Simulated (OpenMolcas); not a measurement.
## Ga II: effect of the active space

```
Program             : OpenMolcas 26.06
Method              : SS-CASPT2 or its RAS form, IPEA 0.25 Eh, imaginary shift 0.1 Eh
Basis               : ANO-RCC-VQZP
Scalar Hamiltonian  : DKH2, point nucleus
Spin-orbit coupling : RASSI with atomic mean-field integrals over the reference wave functions, term energies averaged over their components
```

A. 2 electrons in 4 orbitals (4s 4p); 2S+1 = 3 even, 3 roots; 2S+1 = 1 even, 7 roots; 2S+1 = 3 odd, 3 roots; 2S+1 = 1 odd, 3 roots; closed shells correlated: 3d; CASPT2 step of the order of 2.6 core-seconds
B. 2 electrons in 8 orbitals (4s 4p 5s 5p); 2S+1 = 3 even, 3 roots; 2S+1 = 1 even, 7 roots; 2S+1 = 3 odd, 3 roots; 2S+1 = 1 odd, 3 roots; closed shells correlated: 3d; CASPT2 step of the order of 5 core-seconds
C. 2 electrons in 9 orbitals (RAS2 4s 4p; RAS3 4d, at most 2 electrons); 2S+1 = 3 even, 3 roots; 2S+1 = 1 even, 7 roots; 2S+1 = 3 odd, 3 roots; 2S+1 = 1 odd, 3 roots; closed shells correlated: 3d; CASPT2 step about 6 core-seconds

Energies in eV above 4s² ¹S₀, the measured ground level; measured values from NIST Handbook of Basic Atomic Spectroscopic Data.

```json
{"Level": "4s² ¹S₀", "A": "0.0000", "B": "0.0000", "C": "0.0000", "Measured": "0.0000"}
{"Level": "4s 4p ³P°₀", "A": "5.683", "B": "5.724", "C": "5.728", "Measured": "5.8728"}
{"Level": "4s 4p ³P°₁", "A": "5.730", "B": "5.771", "C": "5.776", "Measured": "5.9282"}
{"Level": "4s 4p ³P°₂", "A": "5.828", "B": "5.869", "C": "5.874", "Measured": "6.0442"}
{"Level": "4s 4p ¹P°₁", "A": "8.811", "B": "8.807", "C": "8.694", "Measured": "8.7658"}
```

Deviations, from unrounded energies. A percentage is the sum of absolute deviations over the sum of measured energies, with the sign that they share, or ± where signs differ.

```
           Against measurement  Levels     A     B     C
mean absolute deviation (cm-1)       4  1300  1100  1100
      other configurations (%)       4  ±2.4  ±2.0  -2.0
```

B, C lie about equally close to measurement and A furthest from it. The largest miss of B in the table is 4s 4p ³P°₂, by -1400 cm-1. The ranking rests on the paired levels alone, and a cruder setting can come out closer through cancelling errors.

Among A to C the level of the table that moves most is 4s 4p ¹P°₁, by 950 cm-1 (lowest in C, highest in A). Moves below CASPT2's spread within the term are not significant.

Over all roots computed the reference weight is 0.90 to 0.95 in A, 0.88 to 0.96 in B; the roots of lowest weight are the least certain, and an intruder state may touch them. The run also gave levels led by 4s 5s, which use shells meant for correlation; these and all levels above them are left out (holds for B). Active for correlation alone: 4d; no level in the range computed is led by a configuration that fills it, so any true level of that kind is missing (holds for C). Measured partners are found by configuration, term and J. A level has none where our copy of the source lacks it or the pairing is in doubt (some pairs that miss far off the trend of their configuration count as doubtful), and it then counts in no deviation. Only configurations of the active space appear. Levels that lie high or do not pair safely by name in every column are left out.

° marks odd parity.
